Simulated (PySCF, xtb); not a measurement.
**Relaxing a trial structure of CH7B2Si+**

The starting geometry of this gas-phase singlet was built from a drawn formula by distance geometry and a force field; its bonds are those of `[BH+]CB[SiH3]`.

```tsv
atom	x (Å)	y (Å)	z (Å)
C	-0.6983	-0.6398	0.3113
B	-0.1832	0.1486	1.4657
B	-0.3142	0.2602	-0.8864
Si	-1.6552	0.9418	-2.1435
H	-0.1648	0.3813	2.3547
H	-1.7628	-0.7831	0.3105
H	-0.1989	-1.6461	0.1941
H	0.8468	0.5162	-1.0817
H	-2.9528	0.5101	-1.7328
H	-1.3522	0.4967	-3.5257
H	-1.5881	2.3892	-2.1738
```

Task: Where would you expect an optimisation with r2SCAN-D4/def2-SVP to take it?

Result: New bonds form, giving a structure with H8 bridging B3 and B2, given below by its coordinates. Distances that change by over a tenth: B2–H5 (0.92 → 1.19 Å). Contacts that close: B2–B3 (2.36 → 1.63 Å), B2–H8 (2.77 → 1.35 Å).

The energy falls by 2.97 eV over 57 steps:

```csv
step,E − E(last) (eV)
1,2.969
7,0.491
13,0.370
20,0.123
26,0.098
32,0.029
38,0.003
45,0.011
51,0.000
57,0.000
```

Final geometry (Å):

```yaml
atoms:
  - { symbol: C, position_ang: [-0.3794, -1.0251, -0.6297] }
  - { symbol: B, position_ang: [0.8995, -0.2673, -0.4179] }
  - { symbol: B, position_ang: [-0.2235, 0.1937, -1.5130] }
  - { symbol: Si, position_ang: [-1.3524, 1.0585, -2.9562] }
  - { symbol: H, position_ang: [1.8685, -0.3309, 0.2658] }
  - { symbol: H, position_ang: [-1.3270, -1.5335, -0.8437] }
  - { symbol: H, position_ang: [0.0937, -1.6305, 0.1825] }
  - { symbol: H, position_ang: [0.9087, 0.7872, -1.2610] }
  - { symbol: H, position_ang: [-2.6074, 0.2671, -3.0312] }
  - { symbol: H, position_ang: [-0.5435, 0.9831, -4.2021] }
  - { symbol: H, position_ang: [-1.5737, 2.4612, -2.5148] }
```

From the same start GFN2-xTB ends elsewhere, differing in B2–H8 (2.16 against 1.35 Å here).

The end wasn't checked by frequencies. Run with PySCF 2.14.0, 11 min on 2 threads of Intel(R) Xeon(R) Platinum 8259CL CPU @ 2.50GHz (Skylake/Cascade Lake), on a shared host.
